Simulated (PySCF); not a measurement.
Bi(Br)(Me)2 (C₂H₆BiBr), SMILES [CH3][Bi]([CH3])[Br].

Coordinates come from a B3LYP-D3(BJ)/def2-SVP optimisation. The def2 effective core potentials stand for the cores of Bi; spin–orbit coupling is left out.

Calculation: PBE/def2-TZVP (PySCF).

Isolated molecule, no solvent.

```yaml
total_energy: -2868.21459 hartree
point_group: Cs
highest_occupied_level: -6.04 eV
lowest_empty_level: -2.43 eV
orbital_gap: 3.61 eV
dipole_moment: 3.51 D
quadrupole, principal values (traceless, Buckingham form, about the centre of nuclear charge): -2.26, 0.79, 1.47 D·Å
mean_static_polarisability: 96.8 bohr³ (14.34 Å³)
polarisability_principal_values: 85.5, 95.0, 109.8 bohr³
```
